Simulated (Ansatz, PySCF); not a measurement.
Process, species as SMILES: C[SiH](C)N[SiH3] → C[SiH](C)[N][SiH3] + H atom (the H-N bond at the site shown breaks; other sites are not compared here)
Each molecule is optimised on its own at B3LYP-D3(BJ)/def2-TZVP (Ansatz, a quantum-chemistry and plane-wave program), one conformer each, not searched for the lowest. Frequencies are from Ansatz or PySCF.

Quantity: bond dissociation energy (enthalpy at 298 K, with B3LYP-D3(BJ) rigid-rotor harmonic-oscillator terms), in eV. Correlated levels leave the core frozen unless marked. Open shells are spin-unrestricted. No spin-orbit coupling. Non-relativistic. Basis-set limits of correlation are two-point, X^-3; Hartree-Fock from the larger set.

CCSD(T)/CBS(cc-pV(T+d)Z,cc-pV(Q+d)Z) (Ansatz) gives 4.81 eV.

Another calculation gave 4.52 eV. Which level was it?
A) wB97M-V/def2-TZVPD (Ansatz)
B) r2SCAN0/def2-TZVPD (Ansatz)
C) SVWN5/def2-TZVPD (Ansatz)
D) BLYP/def2-TZVPD (Ansatz)

B, r2SCAN0/def2-TZVPD (Ansatz). The others give 4.35 (BLYP), 4.73 (wB97M-V), 5.07 (SVWN5) eV.
